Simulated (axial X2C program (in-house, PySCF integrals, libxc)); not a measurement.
**AsBr⁺: properties at the nuclei**

Calculated with an in-house all-electron X2C program for linear molecules (integrals from PySCF): two-component X2C with atomic mean-field Coulomb and Gaunt terms, Gaussian nuclei, basis Br dyall-cv3z, As dyall-cv3z with contracted cores.

R = 2.183 Å (near the PBE0 minimum at charge 1 of the determinant lowest at the starting distance; the state shown can have its own minimum elsewhere).

Input and command:
```json
{"zs": [35, 33], "q": 1, "bas": ["dyall-cv3z", "dyall-cv3z"], "r0": 2.35, "levels": ["PBE0", "HF", "PBE50", "LDA", "r2SCAN"], "nst": 3}
```
```bash
python soeom.py task.json out
```

Keys: zs atomic numbers; q charge; bas basis sets; r0 starting distance in Å; levels methods; nst determinants followed.

Determinant lowest in the PBE0 search, Ω = 1/2 (⟨Sz⟩ = -0.50, ⟨Lz⟩ = 1.00 at PBE0), spin on the atoms Br -0.01, As -0.49:

```csv
level,Eeff magnitude (GV/cm),Ws magnitude Br (kHz),Ws magnitude As (kHz),A∥/gI Br (MHz),qzz Br (a.u.),A∥/gI As (MHz),qzz As (a.u.)
PBE0,0.116,0.0336,0.0407,783,3.87,2060,-1.09
HF,0.318,0.0229,0.263,605,4.89,1930,-1.92
PBE50,0.144,0.00709,0.0887,711,4.29,2040,-1.39
LDA,0.000931,0.0735,0.0938,863,3.46,2060,-0.69
r2SCAN,0.282,0.0325,0.24,836,3.62,2080,-0.85
```

Determinant 0.25 eV from it at PBE0 and this distance, Ω = 3/2 (⟨Sz⟩ = 0.50, ⟨Lz⟩ = 1.00 at PBE0), spin on the atoms Br 0.02, As 0.48:

```json
{"level": "PBE0", "Eeff magnitude (GV/cm)": "0.412", "Ws magnitude Br (kHz)": "0.00267", "Ws magnitude As (kHz)": "0.106", "A∥/gI Br (MHz)": "215", "qzz Br (a.u.)": "3.88", "A∥/gI As (MHz)": "315", "qzz As (a.u.)": "-1.31"}
{"level": "HF", "Eeff magnitude (GV/cm)": "1.47", "Ws magnitude Br (kHz)": "0.041", "Ws magnitude As (kHz)": "0.368", "A∥/gI Br (MHz)": "172", "qzz Br (a.u.)": "5.00", "A∥/gI As (MHz)": "385", "qzz As (a.u.)": "-2.17"}
{"level": "PBE50", "Eeff magnitude (GV/cm)": "0.569", "Ws magnitude Br (kHz)": "0.00419", "Ws magnitude As (kHz)": "0.149", "A∥/gI Br (MHz)": "202", "qzz Br (a.u.)": "4.33", "A∥/gI As (MHz)": "347", "qzz As (a.u.)": "-1.63"}
{"level": "LDA", "Eeff magnitude (GV/cm)": "0.222", "Ws magnitude Br (kHz)": "0.0116", "Ws magnitude As (kHz)": "0.0444", "A∥/gI Br (MHz)": "211", "qzz Br (a.u.)": "3.45", "A∥/gI As (MHz)": "338", "qzz As (a.u.)": "-0.91"}
{"level": "r2SCAN", "Eeff magnitude (GV/cm)": "0.464", "Ws magnitude Br (kHz)": "0.0321", "Ws magnitude As (kHz)": "0.153", "A∥/gI Br (MHz)": "260", "qzz Br (a.u.)": "3.60", "A∥/gI As (MHz)": "254", "qzz As (a.u.)": "-1.06"}
```

Eeff is the effective electric field on the electron electric dipole moment in this Ω state and Ws the scalar–pseudoscalar constant of the nucleus named (defined with the proton number Z and per Ω); A∥ (defined per Ω) follows by multiplying with gI = μI/(I μN); qzz is the electric field gradient, eQq0 = 234.96 MHz × Q/barn × qzz. The operators were transformed with the bare-nucleus X2C matrices; with these basis sets, hyperfine constants and field gradients can be off by tens of per cent, and where levels differ in sign neither size nor sign is settled.

(1) With gI(79Br) = 1.4043, Q(79Br) = 0.3087 barn, gI(75As) = 0.9597 (g factors from the IAEA table of nuclear moments by Stone; Q from Pyykkö, Mol. Phys. 2018), turn the PBE0 values of the first state into constants in MHz.

Each state is one determinant with collinear spin. Unrestricted Hartree–Fock can overshoot spin polarisation at the nuclei. In the state Ω = 1/2 the sign of Eeff differs between levels (LDA against PBE0). Where Eeff spreads by more than a factor of two the levels disagree and none is to be relied on. The search compared states at one distance, so a state with another bond length can lie lower. The sign of Ws at Br differs between levels in the first state. The sign of Ws at As differs between levels in the first state. The sign of Ws at Br differs between levels in the second state. Where a field gradient or hyperfine factor spreads by more than a factor of two over the levels, a constant derived from it is not to be relied on. PBE0 term energies can be off by some tenths of an eV.

## Answers

(1) A∥(79Br) = 783 × 1.4043 = 1100 MHz; eQq0(79Br) = 234.96 × (0.3087) × (3.87) = 281 MHz; A∥(75As) = 2060 × 0.9597 = 1980 MHz.
